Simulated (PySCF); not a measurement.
Screening by computed properties: pick the candidate that meets the target.

Species are written as SMILES; each is one conformer at its optimised geometry, gas phase, non-relativistic unless stated. Electronic properties by PySCF.

The conformers computed, where there is a choice (atom-mapped SMILES and torsion angles):
- `[CH3:1][CH2:2][O:3][SiH2:4]/[CH:5]=[CH:6]/[C:7]#[N:8]`: C1–C2–O3–Si4 180°, C2–O3–Si4–C5 180°, O3–Si4–C5–C6 0°
- `[CH2:1]=[C:2]([SiH2:3][NH2:4])[N:5]([CH3:6])[CH3:7]`: C1–C2–Si3–N4 -136°, C1–C2–N5–C6 -3°, H–N4–Si3–C2 176°, H–N4–Si3–C2 41°
- `[CH:1]#[C:2][CH2:3][N:4]([CH:5]=[O:6])[SiH2:7][CH3:8]`: C2–C3–N4–C5 -86°, C3–N4–C5–O6 176°, C3–N4–Si7–C8 -106°
- `[CH:1]#[C:2][SiH2:3][N:4]([CH:5]=[O:6])[CH2:7][CH3:8]`: C2–Si3–N4–C5 68°, Si3–N4–C5–O6 -1°, Si3–N4–C7–C8 -78°

The conformers of `[SiH3]NN1CCCC1` and `CC[C@H]1CN[SiH2]N1` aren't listed.

Question: Wanted: dipole moment above 4 D (CAM-B3LYP/def2-SVPD) and HOMO–LUMO gap below 9.9 eV (CAM-B3LYP/def2-SVPD), at GFN2-xTB geometries. Which candidate meets both?
A. `C#C[SiH2]N(C=O)CC`
B. `CCO[SiH2]/C=C/C#N`
C. `C#CCN(C=O)[SiH2]C`
D. `C=C([SiH2]N)N(C)C`

Answer: B. Computed values:
```csv
species,dipole moment,HOMO–LUMO gap
C=C([SiH2]N)N(C)C,1.25 D,8.13 eV
C#CCN(C=O)[SiH2]C,3.04 D,9.96 eV
C#C[SiH2]N(C=O)CC,3.52 D,9.80 eV
CCO[SiH2]/C=C/C#N,5.38 D,8.82 eV
```

Question: Wanted: static isotropic polarisability below 88 au (CAM-B3LYP/def2-SVPD) and lowest triplet excitation (Tamm–Dancoff) above 5.4 eV (TDA CAM-B3LYP/def2-SVPD), at GFN2-xTB geometries. Which candidate meets both?
A. `[SiH3]NN1CCCC1`
B. `CC[C@H]1CN[SiH2]N1`
C. `N[SiH2]C(N(C)C)=C`
D. `CCO[SiH2]/C=C/C#N`
E. `[SiH3]C1C=CPC=C1`
F. `C#CCN(C=O)[SiH2]C`

Answer: B. Computed values:
```
           species  static isotropic polarisability  lowest triplet excitation (Tamm–Dancoff)
CC[C@H]1CN[SiH2]N1                          86.0 au                                   5.63 eV
    [SiH3]NN1CCCC1                          89.0 au                                   5.83 eV
 C#CCN(C=O)[SiH2]C                          91.3 au                                   5.10 eV
 N[SiH2]C(N(C)C)=C                          93.4 au                                   3.72 eV
 CCO[SiH2]/C=C/C#N                          95.3 au                                   3.60 eV
  [SiH3]C1C=CPC=C1                         106.0 au                                   3.93 eV
```
